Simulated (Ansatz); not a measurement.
One change: `N#C[Si](Cl)(C#N)C#N` becomes `N#C[Si](Cl)(Cl)C#N`.

Ansatz, PBE0-D4/def2-TZVP geometries, multiplicity 1. 

| property | `N#C[Si](Cl)(C#N)C#N` |
| --- | --- |
| HOMO energy (B3LYP/def2-TZVPP) / eV | -10.61 |
| HOMO energy (PBE/def2-TZVPP) / eV | -9.41 |
| HOMO energy (ωB97M-V/def2-TZVPP) / eV | -13.19 |
| LUMO energy (B3LYP/def2-TZVPP) / eV | -3.22 |
| ideal-gas entropy at 298 K and 1 bar (rigid rotor, harmonic PBE0-D4/def2-TZVP) / J/(mol·K) | 391 |
| HOMO–LUMO gap (PBE0/def2-TZVPP) / eV | 7.85 |

Problem. What does the change do to each property? (Best estimate.)

Solution. The calculation gave: 
| property | `N#C[Si](Cl)(Cl)C#N` | shift |
| --- | --- | --- |
| HOMO energy (B3LYP/def2-TZVPP) / eV | -10.12 | 0.49 |
| HOMO energy (PBE/def2-TZVPP) / eV | -8.99 | 0.42 |
| HOMO energy (ωB97M-V/def2-TZVPP) / eV | -12.67 | 0.52 |
| LUMO energy (B3LYP/def2-TZVPP) / eV | -2.45 | 0.77 |
| ideal-gas entropy at 298 K and 1 bar (rigid rotor, harmonic PBE0-D4/def2-TZVP) / J/(mol·K) | 378 | -13 |
| HOMO–LUMO gap (PBE0/def2-TZVPP) / eV | 8.15 | 0.30 |

With PBE0 the HOMO rises by 0.48 eV and the LUMO rises by 0.78 eV, so the gap widens by about 0.30 eV. PBE moves the HOMO by 0.42 eV and ωB97M-V by 0.52 eV. The zero-point energy changes by -17.9 kJ/mol with -3 modes.

B3LYP here is the variant with VWN-RPA as its local correlation; programs differ in this.
